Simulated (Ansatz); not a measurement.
Consider the ligand exchange at the Si–C bond: `CC[SiH2]CO` + H₂S → `CC[SiH2]S` + CH₃OH.

Gas-phase electronic energies from Ansatz, PBE0-D4/def2-TZVP geometries. CCSD(T)/CBS is the MP2 limit (def2-TZVPP, def2-QZVPP) plus CCSD(T) − MP2 in def2-TZVPP, frozen cores. This one scheme is used for every species. DFT in def2-TZVPP. B3LYP here is the variant with VWN-RPA as its local correlation; programs differ in this. HSE06 is defined as in plane-wave codes. One conformer a species, not always the lowest.

```csv
level,ΔE (kJ/mol),difference from CCSD(T)/CBS
PBE-D4,-77.9,2.2
revPBE-D4,-77.0,3.1
BLYP-D4,-74.9,5.2
r2SCAN-D4,-80.7,-0.6
B97M-V,-81.8,-1.7
PBE0-D4,-81.4,-1.3
B3LYP-D4,-78.2,1.9
r2SCAN0-D4,-83.1,-3.0
HSE06-D4,-81.7,-1.6
BHLYP-D4,-82.5,-2.4
CAM-B3LYP-D4,-76.3,3.8
ωB97X-V,-77.8,2.3
ωB97M-V,-77.0,3.1
B2PLYP,-81.6,-1.5
PBE-QIDH,-84.6,-4.5
PBE,-80.1,0.0
BLYP,-79.3,0.8
r2SCAN,-81.6,-1.5
PBE0,-83.4,-3.3
B3LYP,-81.3,-1.2
r2SCANh,-82.6,-2.5
r2SCAN0,-84.1,-4.0
HSE06,-83.5,-3.4
BHLYP,-83.9,-3.8
CAM-B3LYP,-78.2,1.9
LC-ωPBE,-80.4,-0.3
RPA@PBE/def2-TZVPP,-73.3,6.8
MP2/def2-SVP,-76.1,4.0
CCSD/def2-SVP,-72.8,7.3
HF/def2-TZVPP,-89.4,-9.3
MP2/def2-TZVPP,-82.7,-2.6
SCS-MP2/def2-TZVPP,-81.7,-1.6
CCSD/def2-TZVPP,-78.0,2.1
CCSD(T)/def2-TZVPP,-77.3,2.8
HF/def2-QZVPP,-89.4,-9.3
MP2/def2-QZVPP,-84.4,-4.3
SCS-MP2/def2-QZVPP,-83.4,-3.3
HF/CBS(def2),-89.4,-9.3
MP2/CBS(def2),-85.6,-5.5
CCSD/CBS(def2),-80.8,-0.7
CCSD(T)/CBS,-80.1,0
```

**Question.** What do rigid-rotor, harmonic-oscillator terms from PBE0-D4/def2-TZVP frequencies (298.15 K, 1 bar) make of the CCSD(T)/CBS value? (An estimate is asked.)

**Answer.** The calculation gave: ΔZPE = +10.2 kJ/mol, ΔH = -71.3 kJ/mol, ΔS = 12 J/(mol·K), ΔG = -74.9 kJ/mol.

Largest T1 diagnostic among the species: 0.010.

At CCSD(T), def2-SVP lies +8.4 kJ/mol from the extrapolated value and def2-TZVPP +2.8 kJ/mol. The D4 term adds +3.1 kJ/mol with B3LYP and +2.0 kJ/mol with PBE0; it sums over pairs of atoms, weighted by their polarisabilities, and B3LYP, whose exchange is more repulsive, gets the larger term.

CCSD(T)/CBS has its own doubt, a few kJ/mol and more with outer-core shells, so smaller differences from it don't rank the levels.
